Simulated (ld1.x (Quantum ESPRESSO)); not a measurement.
## Scattering properties, TM potential for O

- Element: oxygen (O)
- Generator: ld1.x (Quantum ESPRESSO) 7.5
- Type: norm-conserving Troullier–Martins (Kleinman–Bylander form)
- Functional: LDA (PZ)
- Relativity: non-relativistic
- Frozen core: [He]
- Valence charge: 6
- Reference configuration: 2s2 2p3 (charge +1)
- Partial waves: 2s (bound): rc 0.75 bohr; 2p (bound): rc 1.60 bohr
- Local potential: all-electron potential smoothed inside 1.35 bohr (lloc = -1)
- Core correction: Bessel-smoothed model core inside 0.35 bohr

The phase is arctan(r·u′/u) with u = r·R(r), unwrapped; energies in Ry, scanned from -5 to 5 Ry. A pole is an energy at which the radial function vanishes at the test radius. The pseudo phase is shifted by a multiple of π to meet the all-electron one at the reference energy, and phase errors are pseudo minus all-electron; the curves can meet again beyond the range given. Levels narrower than the energy grid can be missing from the lists of poles.

Problem. For each channel, where are the poles, and over which energies does the pseudopotential scatter like the atom?

Solution.

```tsv
channel	radius (bohr)	reference energy (Ry)	poles, all-electron	poles, pseudo	unbroken range about the reference energy with phases within 0.05 rad	phase error 1 Ry above the reference energy (rad)
s	1.76	-2.89	-2.05	-2.05	below 2.5	+0.001
p	1.76	-1.81	-1.02	-1.01	below 1.7	+0.004
```

Phases in the s channel:

```
E (Ry)  all-electron  pseudo
 -5.00         1.171   1.172
 -4.48         1.081   1.081
 -3.96         0.878   0.879
 -3.44         0.172   0.173
 -2.92        -1.078  -1.078
 -2.40        -1.465  -1.464
 -1.88        -1.608  -1.607
 -1.36        -1.689  -1.688
 -0.84        -1.749  -1.747
 -0.32        -1.803  -1.800
  0.20        -1.858  -1.854
  0.72        -1.921  -1.915
  1.24        -2.002  -1.992
  1.76        -2.116  -2.098
  2.28        -2.293  -2.257
  2.80        -2.590  -2.520
  3.32        -3.069  -2.948
  3.84        -3.611  -3.483
  4.36        -3.994  -3.902
  4.88        -4.218  -4.157
```
